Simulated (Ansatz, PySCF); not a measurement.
C2H7NSi2. Atoms are numbered in the order given.

```xyz
12

C      2.2218     0.8227    -0.0318
Si     0.7716    -0.3054    -0.4165
N     -0.5842     0.5621    -1.2542
C     -1.5768     0.4350    -0.4412
Si    -1.0063    -0.5754     1.1071
H      2.6869     1.1744    -0.9673
H      1.8928     1.7014     0.5437
H      2.9882     0.2888     0.5529
H      1.2345    -1.4814    -1.2109
H     -2.5609     0.8799    -0.6933
H     -1.6975    -1.8850     1.3203
H     -1.0391     0.1719     2.4039
```

Geometry optimised at B3LYP-D3(BJ)/def2-SVP. The structure was generated by enumeration; whether it is a known compound was not checked.

Vertical ionisation energy (IE) and electron affinity (EA) in eV. Rows of orbital energies are one-electron estimates. Where ΔSCF, EOM or ADC give a negative EA the extra electron is unbound and the value depends on the basis.

| level | IE | EA |
|---|---|---|
| −ε(HOMO), −ε(LUMO), ωB97X/def2-TZVP (PySCF) | 8.96 | -1.21 |
| −ε(HOMO), −ε(LUMO), PBE/def2-TZVP (PySCF) | 5.32 | 2.18 |
| ΔSCF, PBE0/def2-SVPD (Ansatz), final states of multiplicity 2 and 2 | 8.55 | -0.65 |
| ΔSCF, PBE/def2-SVPD (Ansatz), final states of multiplicity 2 and 2 | 8.43 | -0.55 |

### Question
What vertical singlet–triplet gap does ΔSCF give with PBE0/def2-SVPD (Ansatz, a first-principles code) and with PBE/def2-SVPD (Ansatz)? (Estimate from the structure and the level; the computed values follow.)

### Answer
2.83 and 2.83 eV (triplet above singlet where positive).
